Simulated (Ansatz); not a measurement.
Consider the hydrogenolysis of a B–O bond: `OBCCBr` + H₂ → `BCCBr` + H₂O.

Gas-phase electronic energies from Ansatz, PBE0-D4/def2-TZVP geometries. CBS: MP2 limit from def2 TZ/QZ plus the TZ coupled-cluster correction, frozen cores. This one scheme is used for every species. Functionals use def2-TZVPP. For Br outer-core shells are correlated without core-valence functions, which leaves a few kJ/mol of doubt a bond. Scalar relativity is left out up to krypton. Each species was taken in one conformer, which may not be the lowest.

| level | ΔE (kcal/mol) |
| --- | --- |
| PBE-D4 | 31.9 |
| ωB97X-V | 30.8 |
| MP2/def2-QZVPP | 31.1 |
| MP2/CBS(def2) | 30.8 |

Q: What does CCSD(T)/CBS give? (Estimate.)

A: Computed: +30.0 kcal/mol. The listed levels differ from it by 1.9, 0.8, 1.1, 0.8 kcal/mol.

Largest T1 diagnostic among the species: 0.010.

From PBE to PBE0 (25 % exact exchange), in def2-TZVPP and without D4, ΔE moves by −1.1 kcal/mol. In def2-TZVPP, CCSD(T) changes the Hartree–Fock value by +3.8 kcal/mol (the triples alone add +1.0 kcal/mol) and MP2 by +4.6 kcal/mol. The D4 term adds +1.3 kcal/mol with B3LYP and +0.7 kcal/mol with PBE0; it sums over pairs of atoms, weighted by their polarisabilities, and B3LYP, whose exchange is more repulsive, gets the larger term.

B3LYP here is the variant with VWN-RPA as its local correlation; programs differ in this.
